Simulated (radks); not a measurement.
All-electron atom: Mg2+ in [He] 2s2 2p5.75 3s0.25 (fractional occupations, a model configuration).

All-electron calculation, scalar-relativistic Kohn-Sham, LDA (Slater exchange, Perdew-Wang correlation), spin-polarised, spherical densities, finite nucleus; open shells are filled with parallel spins first; Fermi nuclear charge, rms radius 3.057 fm. Program: a radial shooting solver on a logarithmic mesh with Libxc functionals.

Energy parts (eV):
| part | energy |
|---|---|
| total | -5391.995 |
| kinetic | 5392.861 |
| electron-nucleus | -12723.026 |
| Hartree | 2343.934 |
| exchange-correlation | -405.764 |

Orbitals (lengths in bohr, moments of r in powers of bohr; <r^-3> diverges for s and p1/2; r(max) is where P^2 peaks; r(90%) holds 90 % of the orbital's charge):
orbital,occ.,eigenvalue (eV),r(max),<1/r>,r(90%),<r^-3>
1s up,1,-1279.751,0.08539,11.58,0.234,-
1s down,1,-1279.380,0.08538,11.59,0.234,-
2s up,1,-103.6833,0.5458,2.115,1.10,-
2s down,1,-103.0633,0.5463,2.112,1.10,-
2p up,3,-71.1739,0.4729,1.989,1.15,26.49
2p down,2.75,-70.5067,0.4736,1.986,1.15,26.40
3s up,0.25,-20.0579,2.119,0.5550,3.65,-
3s down,0,-19.3137,2.116,0.5531,3.69,-

The highest occupied level is 3s up at -20.058 eV. The electron density at the nucleus is 1150 e/bohr^3 (large components only).
